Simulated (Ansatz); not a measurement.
Breaking the Al1–F3 bond in AlF2H (SMILES [F][AlH][F]) (multiplicity 1 held, fragments rigid). Energies count from the point at 1.644 Å.
Geometry at that point (charge 0, multiplicity 1):
```xyz
4

Al    -0.2974    -0.2000    -0.2345
H     -1.3759    -0.9255    -1.0852
F     -0.2200     1.4416    -0.1846
F      0.8024    -1.0499     0.6440
```

Signs of static correlation in cc-pV(T+d)Z, from Ansatz (a first-principles code) runs.

| R (Å) | T1 of restricted CCSD | ⟨S²⟩ of UHF | largest double amplitude of restricted CCSD |
|---|---|---|---|
| 1.315 | 0.011 | 0.000 | 0.026 |
| 1.480 | 0.012 | 0.000 | 0.028 |
| 1.644 | 0.013 | 0.000 | 0.030 |
| 1.809 | 0.014 | 0.000 | 0.032 |
| 1.973 | 0.015 | 0.000 | 0.034 |
| 2.220 | 0.017 | 0.000 | 0.039 |
| 2.466 | 0.021 | 0.000 | … |
| 2.877 | 0.032 | 0.773 | 0.105 |
| 3.288 | 0.052 | 0.944 | 0.175 |
| 3.782 | 0.096 | 0.993 | … |
| 4.439 | 0.174 | 1.007 | 0.860 |
| 5.262 | 0.224 | 1.009 | 1.388 |

### Question
Fill in the missing entries.

### Answer

- 2.466, largest double amplitude of restricted CCSD: 0.060
- 3.782, largest double amplitude of restricted CCSD: 0.359

Doubts at one or more of the structures used: a restricted determinant that unrestricted orbitals would lower (R-CCSD(T)/cc-pV(T+d)Z); T1 above 0.05 (R-CCSD(T)/cc-pV(T+d)Z, U-CCSD(T)/cc-pV(T+d)Z); other coupled-cluster roots lie near (R-CCSD(T)/cc-pV(T+d)Z); a spin-contaminated determinant (U-CCSD(T)/cc-pV(T+d)Z).
